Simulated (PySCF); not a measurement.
## Computed properties of MgI2, SMILES [I][Mg][I]

MgI2, SMILES [I][Mg][I]. Coordinates come from a B3LYP-D3(BJ)/def2-TZVP optimisation. The def2 effective core potentials stand for the cores of I; spin–orbit coupling is left out. One conformer was computed; it need not be the lowest. All values are computed for the isolated molecule unless a solvent is named; none is compared with measurement here.

**Structure.** The optimised structure has D∞h symmetry. All 4 harmonic modes at B3LYP-D3(BJ)/def2-TZVP (PySCF) are real, so it is a minimum. With heavy atoms numbered as in [Mg:1]([I:2])[I:3], the shortest bond between them is Mg1–I2 at 2.536 Å and the longest Mg1–I3 at 2.536 Å.

**Vibrations.** The strongest infrared lines (harmonic, unscaled, degenerate partners summed) lie at 455 cm⁻¹ (131 km/mol, Mg 91 %, I 9 %), 80 cm⁻¹ (40 km/mol, Mg 91 %, I 9 %). The softest mode is at 80 cm⁻¹ and the zero-point energy is 1.1 kcal/mol.

**Electronic structure.** M06-2X/def2-TZVPD (PySCF) places the frontier levels at -8.90 and -1.59 eV, a gap of 7.31 eV, and gives a dipole moment of 0.00 D and a mean polarisability of 96.5 bohr³.

**Excitations.** TDA-B3LYP/def2-SVPD (PySCF) has S1 at 4.39 eV (283 nm, f = 0.000, dark); the most intense of the 10 singlets computed lies at 4.59 eV (f = 0.11). Strengths of degenerate partners are summed. T1 (TDA) is at 4.18 eV, 0.21 eV under S1. No vertical singlet excitation falls in the visible range (under 3.1 eV).
